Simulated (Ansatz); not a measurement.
Species: C3H7N, charge 0, singlet. C3H7N (SMILES NC1CC1).
B3LYP-D3(BJ)/def2-TZVP minimum from Ansatz (a program for electronic structure):
```
C
H 1 1.0888
N 1 1.4402 2 118.06
H 3 1.0133 1 111.20 2 -60.10
H 3 1.0133 4 107.85 1 -122.16
C 1 1.5007 2 115.87 3 146.09
H 6 1.0812 1 116.46 2 -146.10
H 6 1.0815 7 115.26 1 -145.27
C 1 1.5007 2 115.87 3 -146.09
H 9 1.0812 1 116.46 2 146.10
H 9 1.0815 10 115.26 1 145.27
```
Charge 0, spin multiplicity 1.

Total energies in cc-pVDZ, 24 correlated electrons, 4 frozen orbitals. Open shells are spin-unrestricted; no spin-orbit coupling. Cores are frozen in correlated methods. No relativity.

| method | program | energy (Eh) | minus CCSDT(Q) (mEh) |
|---|---|---|---|
| HF | Ansatz | -172.09891 | 655.90 |
| MP2 | Ansatz | -172.68924 | 65.56 |
| CCSD | Ansatz | -172.73377 | 21.03 |
| CCSD(T) | Ansatz | -172.75283 | 1.97 |
| CCSDT(Q) | Ansatz | -172.75480 | 0.00 |

Rough core times of Ansatz's runs on a shared machine: CCSD(T) under 20 s, CCSDT(Q) 10 min.
